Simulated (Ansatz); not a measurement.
Spectroscopic constants of NaSi, multiplicity 4 (lowest of 2S+1 = 2, 4 at CCSD(T)/def2-TZVPP on PBE0 minima; our sources give no spin for the ground state, which may be another).

Seven points along R, fitted to fifth degree in 1/R; most abundant isotopes. Runs in def2 and cc sets follow the lowest solution found near the PBE0 minimum.

Correlated levels freeze the inner cores; with def2 sets outer-core shells near the valence are correlated too.

The values were computed with Ansatz (Gaussian orbitals). Values without a source in brackets are computed.

Energies at CCSD(T)/def2-QZVPP:

| R (Å) | E (hartree) |
|---|---|
| 2.508713 | -451.04615250 |
| 2.576152 | -451.04771097 |
| 2.638195 | -451.04844012 |
| 2.708331 | -451.04860239 |
| 2.778467 | -451.04819846 |
| 2.859393 | -451.04718161 |
| 2.953807 | -451.04543004 |

**Question.** With a reduced mass of 12.6197 u, find the minimum, the force constant and the constants.

**Answer.** A fifth-degree polynomial in 1/R puts the minimum at r_e = 2.6911 Å with force constant 52.9 N/m. Then ω_e = (1/2πc)√(k/μ) = 267 cm⁻¹ and B_e = h/(8π²cμr_e²) = 0.1845 cm⁻¹; the cubic and quartic terms give α_e = 0.0015 and ω_e x_e = 1.4 cm⁻¹.

Ansatz is a program for electronic structure.
